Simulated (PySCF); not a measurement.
## Xenon: a sound run and one with changed settings

Sound run: Xe [Xe], Xe⁺ [Kr] 4d10 5s2 5p5. Computed with PySCF 2.14 in def2-SVP with the def2 core potential (28 electrons) (6s5p3d2f, 50 functions), with scalar relativity through the core potential. The sound run starts from symmetry-adapted Hartree-Fock orbitals and uses a fine grid where one is needed.

Changed run: 6 angular points. This setting is unsound on purpose.

| species | method | sound run (hartree) | changed run (hartree) | converged |
| --- | --- | --- | --- | --- |
| Xe | UHF | -328.29839 | -328.29839 | yes |
| Xe | M06-2X | -329.29424 | -330.33054 | yes |
| Xe | MN15 | -328.55681 | -329.58348 | yes |
| Xe⁺ | UHF | -327.87704 | -327.87704 | yes |
| Xe⁺ | M06-2X | -328.84337 | -329.79893 | yes |
| Xe⁺ | MN15 | -328.10949 | -328.96893 | yes |

Ionisation energy of Xe:

| method | sound run (eV) | changed run (eV) |
| --- | --- | --- |
| UHF | 11.466 | 11.466 |

A coarse angular grid integrates products of high-l functions wrongly, so density functionals can shift, and the SCF can exploit the error; Hartree-Fock and MP2 need no grid.

For comparison, NIST gives 12.130 eV between the lowest levels.
